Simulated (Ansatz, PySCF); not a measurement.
Reaction (SMILES): C/C=C\C(C)C -> C[CH]/C=C\C + [CH3] (CH3) (the C-C bond at the site shown breaks; other sites are not compared here)
Structures are relaxed separately at B3LYP-D3(BJ)/def2-TZVP in Ansatz (a quantum-chemistry and plane-wave program), one conformer each, not searched for the lowest. Frequencies are from Ansatz or PySCF. Markedly spin-contaminated UHF reference, which strains HF, MP2 and, less, CCSD(T): C[CH]/C=C\C.

Property: bond dissociation energy (enthalpy at 298 K, with B3LYP-D3(BJ) rigid-rotor harmonic-oscillator terms), in kcal/mol. Correlated levels leave the core frozen unless marked. UHF or UKS for open shells. No spin-orbit coupling. No relativistic terms. CBS(X,Y): correlation extrapolated as X^-3; Hartree-Fock from the larger set.

CCSD(T)/CBS(cc-pVTZ,cc-pVQZ) (Ansatz) gives 73.8 kcal/mol.

**Question.** Another calculation gave 62.5 kcal/mol. Which level was it?
A) B3LYP/def2-TZVPD (Ansatz)
B) SVWN5/def2-TZVPD (Ansatz)
C) B2PLYP/def2-TZVPD (Ansatz)
D) wB97M-V/def2-TZVPD (Ansatz)

**Answer.** A, B3LYP/def2-TZVPD (Ansatz). The others give 72.8 (wB97M-V), 68.3 (B2PLYP), 84.8 (SVWN5) kcal/mol.
